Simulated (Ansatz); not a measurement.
# Match the barriers

Saddle point of SiAsH$_{7}$SO, singlet (SiH₄SO ([OH][SiH2][SH]) + AsH₃ → SiAsH₅O ([OH][SiH2][AsH2]) + H₂S; bonds formed: Si1–As7, S2–H6; bonds broken: Si1–S2, H6–As7), PBE0-D4/def2-TZVP structure:

Si1  (0.019, -0.019, -0.840)
S2  (1.406, -1.300, 0.536)
H3  (-0.917, -1.182, -0.678)
H4  (0.911, 1.162, -0.691)
O5  (-0.085, 0.125, -2.482)
H6  (0.232, -0.306, 1.062)
As7  (-1.289, 0.973, 1.108)
H8  (2.324, -0.360, 0.819)
H9  (-0.648, -0.522, -2.914)
H10  (-1.682, -0.166, 2.031)
H11  (-0.271, 1.596, 2.048)
(Å)

Computed with Ansatz 0.2.0 (basis: def2-TZVPP, with def2-QZVPP for the basis limit); correlated methods freeze the cores. Filled d shells of the heavier atoms are correlated. The def2 sets are not built for correlating such inner shells, so the correlated values are less sure here. B3LYP uses VWN-RPA correlation. Extrapolation: Hartree–Fock as exp(−7.88 √X), correlation as X^−2.97. Four methods, as single points on the PBE0-D4 structures, gave these electronic barriers from the start structure: 2.085, 2.280, 2.610, 3.425 eV.

(1) The methods were, in alphabetical order, B3LYP-D4, BHLYP-D4, BLYP-D4, HF. Which gave which? (Judge from chemistry; the calculation decides.)

The T1 diagnostic stays at or below 0.013.

## Answers

(1) The calculation gives: BLYP-D4 2.085; B3LYP-D4 2.280; BHLYP-D4 2.610; HF 3.425 eV. For comparison, CCSD(T) at an estimated basis limit (MP2 extrapolated from triple and quadruple zeta, plus CCSD(T) − MP2 in triple zeta) gives 2.351 eV.

Labels in which every atom is bracketed show which atoms are joined, not bond orders.

For scale, one of the runs: CCSD(T)/def2-TZVPP, 261 basis functions, launched by `ansatz run in.yaml --threads 8 --pin off --events-out ev --progress --plain --max-ram 19148MiB`. Hardware: 8 CPU threads of an Intel Xeon Platinum 8259CL, shared host. Wall time 2.2 min; peak host memory 5.9 GiB.
